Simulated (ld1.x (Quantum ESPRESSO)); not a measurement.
# nickel (Ni), TM semilocal: configuration errors across variants

| Property | Result |
| --- | --- |
| Element | Ni |
| Generator | ld1.x (Quantum ESPRESSO) 7.5 |
| Type | norm-conserving Troullier–Martins (semilocal form) |
| Functional | PBE |
| Relativity | scalar-relativistic |
| Frozen core | [Ne] 3s2 |
| Valence charge | 16 |
| Reference configuration | 3p6 3d8 4s2 4p0 |
| Partial waves | 3p (bound): rc 1.10 bohr; 3d (bound): rc 1.65 bohr; 4s (bound): rc 2.10 bohr |
| Local potential | the s channel |
| Core correction | none |

All-electron excitation energies from the reference (eV): (1) 3p6 3d8 4s1 4p0 9.322; (2) 3p6 3d8 4s0 4p0 26.673; (3) 3p6 3d7 4s0 4p0 64.140; (4) 3p6 3d8.5 4s1.5 4p0 -1.183; (5) 3p6 3d8 4s0 4p2 9.502; (6) 3p6 3d6 4s0 4p0 121.697.

A semilocal file is local in each channel, so a ghost entry of none says nothing of the separable form that plane-wave codes build from it.

Tests that are not counted but printed errors over 1 eV. “base”: 3p6 3d9 4s1 4p0 (pseudo-atom not self-consistent, printed error -2441 eV). “all radii scaled by about 0.94 (s 1.98, p 1.04, d 1.56 bohr)”: 3p6 3d9 4s1 4p0 (pseudo-atom not self-consistent, printed error -2405 eV). “all radii scaled by about 1.05 (s 2.20, p 1.16, d 1.74 bohr)”: 3p6 3d9 4s1 4p0 (pseudo-atom not self-consistent, printed error -2108 eV).

Errors AE − PS in meV (a dash: test not solved or not reliable):

| change | (1) | (2) | (3) | (4) | (5) | (6) | bound ghosts |
| --- | --- | --- | --- | --- | --- | --- | --- |
| base | -2.2 | -14 | -19 | -19 | +31 | +60 | none |
| all radii scaled by about 0.79 (s 1.66, p 0.86, d 1.30 bohr) | -2.9 | -18 | +37 | -14 | +2.8 | +61 | none |
| all radii scaled by about 0.94 (s 1.98, p 1.04, d 1.56 bohr) | -2.9 | -16 | +6.2 | -19 | +25 | +72 | none |
| all radii scaled by about 1.05 (s 2.20, p 1.16, d 1.74 bohr) | -1.5 | -12 | -55 | -17 | +32 | +43 | none |
| all radii scaled by about 1.10 (s 2.30, p 1.20, d 1.82 bohr) | -0.7 | -12 | -103 | – | +26 | +24 | none |
| all radii scaled by about 1.18 (s 2.48, p 1.30, d 1.96 bohr) | 0.0 | -20 | -198 | -4.9 | -5.9 | +0.3 | none |
| all radii scaled by about 1.31 (s 2.74, p 1.44, d 2.16 bohr) | -1.3 | -58 | -371 | +14 | -123 | +2.9 | none |
| all radii scaled by about 1.36 (s 2.86, p 1.50, d 2.24 bohr) | -3.3 | -83 | -433 | +24 | -222 | +115 | none |

(1) Give the same row for: all radii scaled by about 0.85 (s 1.78, p 0.92, d 1.40 bohr).

Answers

(1) -3.2, -18, +29, -17, +9.3, +66; bound ghosts: none.
